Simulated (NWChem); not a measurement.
Everything below was run with NWChem. System: H5Cl2NSi2, charge 0, spin multiplicity 1, at a geometry optimised with B3LYP/def2-SVP. The structure started from a generated list of species. Level: MP2/def2-SVP, 21 core orbitals frozen.

Job file:

```
start mol
memory heap 200 mb stack 800 mb global 1000 mb
geometry units angstroms nocenter noautoz noautosym
  N     -1.733222    -1.324485    -0.262366
  Si    -0.967538     0.212924    -0.318682
  Cl    -1.743938     1.655048     1.021421
  Si     1.276756     0.043885     0.349075
  Cl     2.328731    -1.215284    -0.949779
  H     -2.621361    -1.476192    -0.732732
  H     -1.637026    -1.933813     0.544655
  H     -1.169089     0.757914    -1.685059
  H      1.932356     1.380087     0.342684
  H      1.357154    -0.527925     1.723597
end
basis spherical
  * library def2-svp
end
scf
  rhf
  nopen 0
  maxiter 100
  thresh 1e-7
  semidirect memsize 60000000 filesize 0
end
mp2
  freeze core 21
end
task mp2 energy
```

Output (cleaned and shortened):

```
             Northwest Computational Chemistry Package (NWChem) 7.3.0
             --------------------------------------------------------

                                NWChem Input Module
                                -------------------

 Scaling coordinates for geometry "geometry" by  1.889725989
 (inverse scale =  0.529177249)

                             Geometry "geometry" -> ""
                             -------------------------

 Output coordinates in angstroms (scale by  1.889725989 to convert to a.u.)

  No.       Tag          Charge          X              Y              Z
 ---- ---------------- ---------- -------------- -------------- --------------
    1 N                    7.0000    -1.73322200    -1.32448500    -0.26236600
    2 Si                  14.0000    -0.96753800     0.21292400    -0.31868200
    3 Cl                  17.0000    -1.74393800     1.65504800     1.02142100
    4 Si                  14.0000     1.27675600     0.04388500     0.34907500
    5 Cl                  17.0000     2.32873100    -1.21528400    -0.94977900
    6 H                    1.0000    -2.62136100    -1.47619200    -0.73273200
    7 H                    1.0000    -1.63702600    -1.93381300     0.54465500
    8 H                    1.0000    -1.16908900     0.75791400    -1.68505900
    9 H                    1.0000     1.93235600     1.38008700     0.34268400
   10 H                    1.0000     1.35715400    -0.52792500     1.72359700

 Effective nuclear repulsion energy (a.u.)     412.2871630595

            Nuclear Dipole moment (a.u.)
            ----------------------------
        X                 Y               Z
 ---------------- ---------------- ----------------
     0.0000245664    -0.0000188973    -0.0000018897


 Summary of "ao basis" -> "" (spherical)
 ------------------------------------------------------------------------------
       Tag                 Description            Shells   Functions and Types
 ---------------- ------------------------------  ------  ---------------------
 *                          def2-svp                  on all atoms

 Summary of "ao basis" -> "ao basis" (spherical)
 ------------------------------------------------------------------------------
       Tag                 Description            Shells   Functions and Types
 ---------------- ------------------------------  ------  ---------------------
 N                          def2-svp                 6       14   3s2p1d
 Si                         def2-svp                 8       18   4s3p1d
 Cl                         def2-svp                 8       18   4s3p1d
 H                          def2-svp                 3        5   2s1p

                                 NWChem SCF Module
                                 -----------------

  ao basis        = "ao basis"
  functions       =   111
  atoms           =    10
  closed shells   =    37
  open shells     =     0
  charge          =   0.00
  wavefunction    = RHF
  use symmetry    = F
  symmetry adapt  = F

 Summary of "ao basis" -> "ao basis" (spherical)
 ------------------------------------------------------------------------------
       Tag                 Description            Shells   Functions and Types
 ---------------- ------------------------------  ------  ---------------------
 N                          def2-svp                 6       14   3s2p1d
 Si                         def2-svp                 8       18   4s3p1d
 Cl                         def2-svp                 8       18   4s3p1d
 H                          def2-svp                 3        5   2s1p

 Forming initial guess at       0.1s

      Superposition of Atomic Density Guess
      -------------------------------------

 Sum of atomic energies:       -1552.86470370

      Non-variational initial energy
      ------------------------------

 Total energy =   -1554.409031
 1-e energy   =   -2969.312775
 2-e energy   =    1002.616581
 HOMO         =      -0.295393
 LUMO         =       0.033560

 Starting SCF solution at       2.5s

 ----------------------------------------------
         Quadratically convergent ROHF

 Convergence threshold     :          1.000E-07
 Maximum no. of iterations :          100
 Final Fock-matrix accuracy:          1.000E-09
 ----------------------------------------------

              iter       energy          gnorm     gmax       time
             ----- ------------------- --------- --------- --------
                 1    -1553.7682480664  9.26D-01  2.01D-01      2.6
                 2    -1553.8335655218  2.64D-01  4.92D-02      3.0
                 3    -1553.8418146602  1.67D-02  2.77D-03      3.5
                 4    -1553.8418438570  1.29D-04  3.57D-05      4.3
                 5    -1553.8418438600  5.42D-09  8.28D-10      5.8

       Final RHF  results
       ------------------

         Total SCF energy =  -1553.841843860027
      One-electron energy =  -2971.720119119401
      Two-electron energy =   1005.591112199893
 Nuclear repulsion energy =    412.287163059481

        Time for solution =      3.3s

             Final eigenvalues
             -----------------

              1
    1 -104.7840
    2 -104.7778
    3  -68.8133
    4  -68.7997
    5  -15.5646
    6  -10.5477
    7  -10.5414
    8   -8.0222
    9   -8.0197
   10   -8.0197
   11   -8.0158
   12   -8.0136
   13   -8.0135
   14   -6.1793
   15   -6.1700
   16   -4.2903
   17   -4.2893
   18   -4.2890
   19   -4.2807
   20   -4.2792
   21   -4.2791
   22   -1.1438
   23   -1.0872
   24   -1.0782
   25   -0.7534
   26   -0.6935
   27   -0.6736
   28   -0.5757
   29   -0.5354
   30   -0.5242
   31   -0.5171
   32   -0.5021
   33   -0.4685
   34   -0.4548
   35   -0.4468
   36   -0.4287
   37   -0.3958
   38    0.1166
   39    0.1206
   40    0.1794
   41    0.1813
   42    0.2014
   43    0.2089
   44    0.2293
   45    0.2471
   46    0.2628
   47    0.3270

                       ROHF Final Molecular Orbital Analysis
                       -------------------------------------

 Vector   35  Occ=2.000000D+00  E=-4.467805D-01
              MO Center=  1.9D+00, -6.7D-01, -3.6D-01, r^2= 3.6D+00
   Bfn.  Coefficient  Atom+Function         Bfn.  Coefficient  Atom+Function
  ----- ------------  ---------------      ----- ------------  ---------------
    80      0.449127   5 Cl py               81     -0.323361   5 Cl pz
    77      0.309005   5 Cl py               78     -0.221971   5 Cl pz
   102     -0.185192   9 H  s               107      0.185851  10 H  s
    74      0.179828   5 Cl py              108      0.154999  10 H  s
   103     -0.150420   9 H  s

 Vector   36  Occ=2.000000D+00  E=-4.287423D-01
              MO Center= -1.6D+00, -4.2D-01,  4.8D-02, r^2= 3.6D+00
   Bfn.  Coefficient  Atom+Function         Bfn.  Coefficient  Atom+Function
  ----- ------------  ---------------      ----- ------------  ---------------
     6      0.298161   1 N  pz               44     -0.297502   3 Cl py
     5      0.264148   1 N  py                9     -0.261476   1 N  pz
     4     -0.245761   1 N  px                8     -0.235842   1 N  py
     7      0.226305   1 N  px               43     -0.211260   3 Cl px
    41     -0.203976   3 Cl py

 Vector   37  Occ=2.000000D+00  E=-3.958039D-01
              MO Center=  1.1D-01,  1.5D-01,  4.1D-02, r^2= 5.1D+00
   Bfn.  Coefficient  Atom+Function         Bfn.  Coefficient  Atom+Function
  ----- ------------  ---------------      ----- ------------  ---------------
    79     -0.302059   5 Cl px               43      0.298690   3 Cl px
    58      0.234043   4 Si px               22     -0.214952   2 Si px
    76     -0.189653   5 Cl px               40      0.185697   3 Cl px
    44     -0.169611   3 Cl py

 Vector   38  Occ=0.000000D+00  E= 1.165534D-01
              MO Center=  2.6D-01,  1.0D-01,  8.5D-02, r^2= 4.9D+00
   Bfn.  Coefficient  Atom+Function         Bfn.  Coefficient  Atom+Function
  ----- ------------  ---------------      ----- ------------  ---------------
    63      0.741882   4 Si pz               61     -0.584917   4 Si px
   108     -0.567654  10 H  s                25     -0.456804   2 Si px
     3     -0.443623   1 N  s                27      0.440050   2 Si pz
    98      0.393242   8 H  s                72      0.378530   5 Cl s
    80      0.298392   5 Cl py               88      0.238769   6 H  s

 Vector   39  Occ=0.000000D+00  E= 1.205507D-01
              MO Center= -1.3D-01, -2.9D-01,  6.3D-02, r^2= 5.7D+00
   Bfn.  Coefficient  Atom+Function         Bfn.  Coefficient  Atom+Function
  ----- ------------  ---------------      ----- ------------  ---------------
     3      0.911217   1 N  s                62      0.769442   4 Si py
    26      0.573115   2 Si py              103     -0.533105   9 H  s
    88     -0.401861   6 H  s                93     -0.377156   7 H  s
    72      0.327710   5 Cl s               108      0.266288  10 H  s
    25      0.234122   2 Si px               98     -0.231691   8 H  s

 Vector   40  Occ=0.000000D+00  E= 1.793900D-01
              MO Center=  2.5D-01,  3.1D-02,  7.4D-02, r^2= 6.1D+00
   Bfn.  Coefficient  Atom+Function         Bfn.  Coefficient  Atom+Function
  ----- ------------  ---------------      ----- ------------  ---------------
    18      1.465046   2 Si s                61      1.261900   4 Si px
    54     -1.201524   4 Si s                25      1.062103   2 Si px
     3     -0.482739   1 N  s                88      0.472175   6 H  s
    17      0.468640   2 Si s                53     -0.400536   4 Si s
    63      0.401708   4 Si pz               98     -0.373440   8 H  s

 center of mass
 --------------
 x =   0.03488313 y =   0.02870957 z =  -0.00161328

 moments of inertia (a.u.)
 ------------------
         943.069642816534         585.021647777222         378.963409230848
         585.021647777222        1815.808568384186        -361.309333987706
         378.963409230848        -361.309333987706        2172.823637226356

  Mulliken analysis of the total density
  --------------------------------------

    Atom       Charge   Shell Charges
 -----------   ------   -------------------------------------------------------
    1 N    7     7.54   1.99  0.94  0.51  2.41  1.68  0.01
    2 Si  14    13.26   2.00  1.99  0.97  0.05  5.94  1.16  0.82  0.34
    3 Cl  17    17.40   2.00  1.99  1.19  0.78  5.94  2.09  3.39  0.02
    4 Si  14    13.42   2.00  1.99  1.00  0.11  5.94  1.21  0.92  0.24
    5 Cl  17    17.36   2.00  1.99  1.19  0.77  5.94  2.09  3.36  0.02
    6 H    1     0.83   0.69  0.09  0.05
    7 H    1     0.84   0.70  0.09  0.05
    8 H    1     1.12   0.75  0.36  0.01
    9 H    1     1.11   0.74  0.36  0.01
   10 H    1     1.12   0.74  0.37  0.01

       Multipole analysis of the density wrt the origin
       ------------------------------------------------

     L   x y z        total         open         nuclear
     -   - - -        -----         ----         -------
     0   0 0 0     -0.000000      0.000000     74.000000

     1   1 0 0     -0.575327      0.000000      0.000025
     1   0 1 0     -0.442542      0.000000     -0.000019
     1   0 0 1      0.077980      0.000000     -0.000002

     2   2 0 0    -45.379997      0.000000    776.145706
     2   1 1 0      5.775037      0.000000   -268.219242
     2   1 0 1      2.994230      0.000000   -171.919299
     2   0 2 0    -46.130753      0.000000    333.150794
     2   0 1 1     -2.884989      0.000000    172.739689
     2   0 0 2    -45.485332      0.000000    155.135171

                   NWChem MP2 Semi-direct Energy/Gradient Module
                   ---------------------------------------------

  Basis functions       =    111
  Molecular orbitals    =    111
  Frozen core           =     21
  Frozen virtuals       =      0
  Active alpha occupied =     16
  Active beta occupied  =     16
  Active alpha virtual  =     74
  Active beta virtual   =     74
  Use MO symmetry       = F
  Use skeleton AO sym   = F

  AO/Fock/Back tols     =   1.0D-09  1.0D-09  1.0D-09

 GA uses MA = F    GA memory limited = T

 Available:
  local mem=  1.15D+08
 global mem=  1.31D+08
 local disk=  0.00D+00
  mp2_memr nvloc                    74
  nvloc new                    74
   1 passes of  16:        3145728                      55326                  22258556.
   1 passes of  16: M    114683586           G      131047358           F     111537858.

 Semi-direct pass number   1 of   1  for RHF alpha+beta  at        5.9s
  vrange nnbf                  5524
  mp2_eaftype                    84  avail_ma_in_mb                   999
 EAF : mp2_eaftype filesize          84   11129278.
  mp2_eaf for mointskh                     84
Node 0 wrote     52.3 Mb in      0.0 s     Agg I/O rate:  2074.4 Mb/s
 Done moints_semi at       11.0s
  mp2_eaftype                    84  avail_ma_in_mb                   915
 EAF : mp2_eaftype filesize          84   11129278.
  mp2_eaf for kh                    84
 Done maket at       11.4s
 Done multipass loop at       11.4s

          -------------------------------------------
          SCF energy               -1553.841843860027
          Correlation energy          -0.624551021502
          Singlet pairs               -0.399933903854
          Triplet pairs               -0.224617117648
          Total MP2 energy         -1554.466394881529
          -------------------------------------------

          ---------------------------------------------------
                    Spin Component Scaled (SCS) MP2
          Same spin pairs                     -0.149744745099
          Same spin scaling factor             0.333333333333
          Opposite spin pairs                 -0.474806276403
          Opposite spin scaling fact.          1.200000000000
          SCS-MP2 correlation energy          -0.619682446717
          Total SCS-MP2 energy             -1554.461526306744
          ---------------------------------------------------

 -----------------------
 Performance information
 -----------------------

 Timer overhead =  2.33D-07 seconds/call

               Nr. of calls         CPU time (s)                 Wall time (s)                GFlops
             ---------------    -------------------     ------------------------------   -------------------
Name         Min   Avg   Max    Min     Avg     Max     Min     Avg     Max   Mx/calls   Min     Max     Sum
mp2: moin     1     1     1    5.2     5.2     5.2      5.2     5.2     5.2     5.2      0.0     0.0     0.0
mp2: make     1     1     1   0.41    0.41    0.41     0.41    0.41    0.41    0.41      0.0     0.0     0.0
mp2: tota     1     1     1    5.6     5.6     5.6      5.6     5.6     5.6     5.6      0.0     0.0     0.0

 The average no. of pstat calls per process was 3.00D+00
 with a timing overhead of 6.99D-07s

 Task  times  cpu:       11.4s     wall:       11.4s

 Total times  cpu:       11.5s     wall:       11.5s
```
